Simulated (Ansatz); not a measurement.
Consider the substitution at a C–Al bond: `[CH3][Al]1[CH2][SiH]1F` + `[SH][Sn][SH]` → `C[S][Sn][SH]` + `F[SiH]1[CH2][AlH]1`.

Calculated with Ansatz (gas phase, PBE0-D4/def2-TZVP geometries, no zero-point term in ΔE). CBS: MP2 limit from def2 TZ/QZ plus the TZ coupled-cluster correction, frozen cores. DFT in def2-TZVPP. B3LYP here is the variant with VWN-RPA as its local correlation; programs differ in this. def2 core potentials past Kr. For Sn outer-core shells are correlated without core-valence functions, which leaves a few kJ/mol of doubt a bond. One conformer a species, not always the lowest.

`[CH3][Al]1[CH2][SiH]1F`:

```xyz
11

C    -0.519    1.902    1.280
Al    0.159    0.397    0.252
C    -0.539   -1.032   -0.918
Si    1.298   -1.350   -0.770
F     1.828   -2.803   -0.326
H    -0.820    2.713    0.611
H    -1.408    1.601    1.843
H     0.217    2.293    1.984
H    -1.128   -1.167   -1.824
H    -1.070   -1.527   -0.079
H     1.982   -1.028   -2.053
```

`[SH][Sn][SH]`:

Z-matrix (Å, degrees):
```
S
Sn 1 2.431
H 1 1.344 2 94.1
S 2 2.432 1 94.5 3 -180.0
H 4 1.344 2 96.4 1 0.0
```

`C[S][Sn][SH]`:

Cartesian coordinates in Å:
```
C 0.348 -0.994 -0.870
S 0.535 -1.461 0.871
Sn -0.130 0.431 2.216
S -0.673 1.879 0.331
H 0.985 -0.145 -1.117
H 0.653 -1.854 -1.467
H -0.688 -0.750 -1.099
H -1.029 2.895 1.135
```

`F[SiH]1[CH2][AlH]1`:

Z-matrix (Å, degrees):
```
Si
C 1 1.868
Al 1 2.321 2 54.9
F 1 1.606 2 119.9 3 -126.3
H 1 1.487 2 111.0 3 108.4
H 2 1.088 1 125.4 3 -141.2
H 2 1.110 1 109.5 3 87.2
H 3 1.583 1 170.6 2 -166.7
```

(1) Is it downhill or uphill in electronic energy at CCSD(T)/CBS, and by how much? (Estimate.)

(2) What do these levels give: r2SCAN-D4, PBE0-D4, B3LYP-D4, ωB97X-V, B2PLYP, PBE, B3LYP, HF/def2-TZVPP, CCSD(T)/def2-TZVPP, HF/def2-QZVPP, SCS-MP2/def2-QZVPP, HF/CBS(def2)? (Estimate.)

Largest T1 diagnostic among the species: 0.016.

## Answers

(1) Computed: Uphill: ΔE = +60.2 kJ/mol.

(2) The calculation gave: r2SCAN-D4 64.2, PBE0-D4 61.1, B3LYP-D4 59.2, ωB97X-V 60.4, B2PLYP 63.9, PBE 63.8, B3LYP 66.0, HF/def2-TZVPP 63.1, CCSD(T)/def2-TZVPP 62.3, HF/def2-QZVPP 63.0, SCS-MP2/def2-QZVPP 59.2, HF/CBS(def2) 63.0 kJ/mol.

The D4 term adds −6.8 kJ/mol with B3LYP and −3.5 kJ/mol with PBE0; it sums over pairs of atoms, weighted by their polarisabilities, and B3LYP, whose exchange is more repulsive, gets the larger term.
